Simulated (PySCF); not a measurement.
C3H5AlClF, SMILES [Cl][Al]([CH2]C=C)[F].

Geometry: PBE0-D3(BJ)/def2-SVP. The structure was generated by enumeration; whether it is a known compound was not checked. The values are those of a single conformer.

Two levels are set side by side: TDA-PBE/def2-SVPD (PySCF) and TDA-M06-2X/def2-SVPD (PySCF). Vertical, same geometry. The lowest singlet is HOMO→LUMO 76 %, HOMO→LUMO+1 17 % with PBE and HOMO→LUMO 90 % with the other functional; states are paired by order. Differences are taken from unrounded values.

```json
[
 {"quantity": "lowest singlet excitation (eV)", "TDA-M06-2X": "5.46", "TDA-PBE": "4.89", "TDA-PBE minus TDA-M06-2X": "-0.56"},
 {"quantity": "lowest triplet excitation (TDA) (eV)", "TDA-M06-2X": "4.01", "TDA-PBE": "3.65", "TDA-PBE minus TDA-M06-2X": "-0.36"},
 {"quantity": "first bright state (f over 0.05) (eV)", "TDA-M06-2X": "5.46", "TDA-PBE": "4.89", "TDA-PBE minus TDA-M06-2X": "-0.56"},
 {"quantity": "its oscillator strength", "TDA-M06-2X": "0.12", "TDA-PBE": "0.07", "TDA-PBE minus TDA-M06-2X": "-0.04"}
]
```

A lower first singlet is the usual sign of a functional without exact exchange. Differences between two approximate levels are no errors against the true value.

Rough cost on one machine, each run with all the roots and properties that it gave: TDA-M06-2X against TDA-PBE about 9 times.
